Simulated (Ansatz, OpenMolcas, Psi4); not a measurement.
Predicting a hybrid from its neighbours: SnO (tin(ii) oxide)

SnO: 2 atoms, total charge 0, spin state singlet. SMILES: `[O]=[Sn]`. Geometry: relaxed at PBE0-D4/def2-TZVP.

The HOMO–LUMO gap y, in eV, basis def2-TZVPPD with a core potential; a is the functional's share of exact exchange. Programs: Ansatz 0.2.0, OpenMolcas 26.06, Psi4 1.11.

```
functional     program     a  y (eV)
      TPSS  OpenMolcas     0    3.60
      BLYP      Ansatz     0    3.42
     TPSSh        Psi4   0.1    4.35
     B3LYP        Psi4   0.2       ?
   r2SCAN0      Ansatz  0.25    5.65
      PBE0        Psi4  0.25    5.38
     BHLYP        Psi4   0.5    7.17
```

Q: Fit y = c + s·a to the known rows and predict B3LYP.

A: 
1. Means of the 6 rows: a = 0.1833, y = 4.928.
2. Σ(Δa)² = 0.18333, Σ(Δa·Δy) = 1.3563, so the slope is 1.3563/0.18333 = 7.3981.
3. Intercept: 4.928 − (7.3981) × 0.1833 = 3.572. The largest residual of the fit is 0.23.
4. B3LYP: 3.572 + (7.3981) × 0.2 = 5.05 eV.

The run gave 4.95 eV, so the prediction is off by +0.10 eV, within the largest residual. Exact exchange lowers occupied levels and raises empty ones. The rows mix families of semi-local functionals, which the line can't see.
